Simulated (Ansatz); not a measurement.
Coupled-cluster diagnostics for the cluster ZrO₄H₄, Ansatz.

Geometry of the singlet (PBE-D4/def2-SVP):

```xyz
9

Zr    0.243   -0.247    0.049
O     0.757   -1.193    1.640
O    -1.786   -0.441   -0.124
O    -1.444   -0.175   -1.541
O     0.716    1.627    0.057
H     0.981   -1.691    2.438
H     1.294   -1.057   -1.280
H    -1.815    0.727   -1.676
H     1.053    2.451    0.437
```

In the def2 sets Zr takes a core potential; there is no spin–orbit coupling. Correlated methods freeze 4 core orbitals; core or outer-core shells of Zr are correlated, in sets that lack core-valence functions. The structure holds one bond between oxygen atoms, so isomers without such links may lie far lower. Another isomer (singlet) lies 0.03 eV lower at PBE0-D4/def2-TZVP; other spin states weren't run for this one.

**Question.** Estimate the CCSD(T) correlation energy, the shares of MP2 and (T), T1 and the reference's ⟨S²⟩ for: charge 0, singlet, own geometry in def2-TZVP; and the rough time on 4 threads of Arm Neoverse V1 on a shared host.

**Answer.** 
| state | basis | correlation (eV) | MP2 share (%) | (T) share (%) | T1 | ⟨S²⟩ (pure) | wall time |
| --- | --- | --- | --- | --- | --- | --- | --- |
| charge 0, singlet, own geometry | def2-TZVP | -36.288 | 95.9 | 3.8 | 0.018 | 0.00 (0.00) | 1.9 min |
Customary marks for T1 are 0.02 (closed shells), 0.045 (open shells) and about 0.05 (3d metals). T1 stays under 0.02 throughout.
